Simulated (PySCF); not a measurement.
Delta-SCF ions had no search for a lower state. Excitations are Tamm–Dancoff values on a coarser integration grid. The basis has no diffuse functions, so Rydberg states are missing or too high.

**C$_{2}$H$_{4}$SSi, SMILES `C=[SiH]C=S` (C–Si–C–S torsion 0°) (charge 0, multiplicity 1)**

All values below come from PBE0-D3(BJ)/def2-TZVP (PySCF).

```yaml
HOMO: -6.59 eV
dipole_moment: 1.75 D
HOMO–LUMO gap: 3.31 eV
LUMO: -3.28 eV
S1 excitation (TDA): 1.67 eV
S1 oscillator strength: 0.000
brightest of the four lowest singlets (TDA): 3.36 eV
T1 excitation (TDA): 1.08 eV
S1–T1 gap (TDA): 0.59 eV
vertical ionisation energy (Delta-SCF): 8.54 eV
total_energy: -765.9141 Ha
cost: around 2.0 core-minutes (rough)
```

```xyz
8

C     -1.4777     0.0789    -0.5365
Si    -0.2048    -0.3351     0.5186
C      1.5581     0.1329     0.1949
S      2.0549     0.9663    -1.0976
H     -2.5052    -0.2010    -0.3364
H     -1.3024     0.6388    -1.4477
H     -0.4213    -1.0986     1.7680
H      2.2985    -0.1822     0.9365
```
Charge 0, spin multiplicity 1.
